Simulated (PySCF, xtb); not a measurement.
Si(H)(OH)(SH)2 (H₄OS₂Si), SMILES S[SiH](O)S.

Geometry optimised at PBE-D3(BJ)/def2-SVP. One conformer was computed; it need not be the lowest.

Level of theory: PySCF 2.14.0 with IEF-PCM-B3LYP/def2-SVP.

The values are the electrostatic part of the solvation free energy, E(continuum) − E(gas) at the gas-phase geometry, in a cavity of scaled van der Waals radii (PySCF's table); cavitation and dispersion terms are not included. In vacuum the orbital gap is 7.42 eV. The dipole moment in vacuum is 2.86 D.

```csv
solvent,ε,ΔG(elec) (kcal/mol),dipole (D),gap (eV)
water,78.36,-6.9,3.82,7.81
diethylether,4.24,-4.5,3.47,7.67
n-hexane,1.88,-2.3,3.16,7.55
```

For comparison, GFN2-xTB/ALPB(water) (xtb, at the GFN2-xTB geometry, all terms of that model) gives -4.6 kcal/mol.
